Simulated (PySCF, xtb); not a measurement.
C3H8OSi, SMILES C=CO[SiH2]C.

Coordinates come from a B3LYP-D3(BJ)/def2-SVP optimisation. Other conformers were not sampled.

These are C-PCM-B3LYP/def2-SVP (PySCF) values and carry that method's errors.

The values are the electrostatic part of the solvation free energy, E(continuum) − E(gas) at the gas-phase geometry, in a cavity of scaled van der Waals radii (PySCF's table); cavitation and dispersion terms are not included. In vacuum the orbital gap is 7.15 eV. The dipole moment in vacuum is 0.87 D.

```json
[
 {"solvent": "water", "ε": "78.36", "ΔG(elec) (kcal/mol)": "-2.3", "dipole (D)": "1.05", "gap (eV)": "7.17"},
 {"solvent": "chloroform", "ε": "4.71", "ΔG(elec) (kcal/mol)": "-1.8", "dipole (D)": "1.01", "gap (eV)": "7.17"},
 {"solvent": "1-octanol", "ε": "9.86", "ΔG(elec) (kcal/mol)": "-2.1", "dipole (D)": "1.03", "gap (eV)": "7.17"}
]
```

For comparison, GFN2-xTB/ALPB(water) (xtb, at the GFN2-xTB geometry, all terms of that model) gives -0.2 kcal/mol.
